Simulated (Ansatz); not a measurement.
Harmonic frequencies (cm⁻¹) at PBE0-D4/def2-TZVP from Ansatz: 103, 201, 327, 458, 610, 759, 1532, 3495, 3605.

Each molecule was computed in one conformer, which needn't be the lowest.

(1) Which molecule is it?
A. `[NH2][In][Cl]`•
B. `N#[C][GeH][Cl]`•
C. `[GeH2][I]`•
D. `F[SiH]F`•

Results:

(1) A.
